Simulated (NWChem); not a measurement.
System: GaNH2ClF; SMILES [NH2][Ga]([Cl])[F]

```xyz
6

Ga     0.0052     0.2954     0.0000
F      1.5599     1.0873     0.0000
Cl     0.0023    -1.8322     0.0000
N     -1.4801     1.2873     0.0000
H     -2.4118     0.8943     0.0000
H     -1.4683     2.2990     0.0000
```
Atoms are numbered in this order, from 1.

Results from NWChem. Medium grid unless said otherwise, to which SCAN and Minnesota functionals are sensitive. Geometry: optimised at PBE0/def2-SVP. Total energies of different functionals are on different scales.

```json
[
 {"level": "B3LYP/def2-TZVP", "energy (Ha)": "-2541.1256", "highest occupied level (eV)": "-7.90", "orbital gap (eV)": "6.46", "dipole (D)": "2.99"},
 {"level": "PBE/def2-TZVP", "energy (Ha)": "-2540.4191", "highest occupied level (eV)": "-6.71", "orbital gap (eV)": "4.66", "dipole (D)": "2.97"},
 {"level": "MPW1K/def2-TZVP", "energy (Ha)": "-2541.1491", "highest occupied level (eV)": "[?]", "orbital gap (eV)": "[?]", "dipole (D)": "3.00"},
 {"level": "BLYP/def2-TZVP", "energy (Ha)": "-2541.1024", "highest occupied level (eV)": "-6.58", "orbital gap (eV)": "4.54", "dipole (D)": "2.96"},
 {"level": "M06-2X/def2-TZVP", "energy (Ha)": "-2540.9924", "highest occupied level (eV)": "-9.63", "orbital gap (eV)": "9.33", "dipole (D)": "2.99"},
 {"level": "TPSSh/def2-TZVP", "energy (Ha)": "-2541.0489", "highest occupied level (eV)": "-7.34", "orbital gap (eV)": "5.86", "dipole (D)": "2.97"},
 {"level": "HCTH/407/def2-TZVP", "energy (Ha)": "-2542.1183", "highest occupied level (eV)": "-6.83", "orbital gap (eV)": "4.69", "dipole (D)": "2.95"},
 {"level": "r2SCAN0/def2-TZVP", "energy (Ha)": "-2540.9004", "highest occupied level (eV)": "-8.38", "orbital gap (eV)": "7.51", "dipole (D)": "3.01"},
 {"level": "N12/def2-TZVP", "energy (Ha)": "-2542.0065", "highest occupied level (eV)": "-6.60", "orbital gap (eV)": "4.65", "dipole (D)": "3.06"}
]
```

### Question
Complete the blanks.

### Answer

- MPW1K/def2-TZVP, highest occupied level (eV): -9.23
- MPW1K/def2-TZVP, orbital gap (eV): 8.82
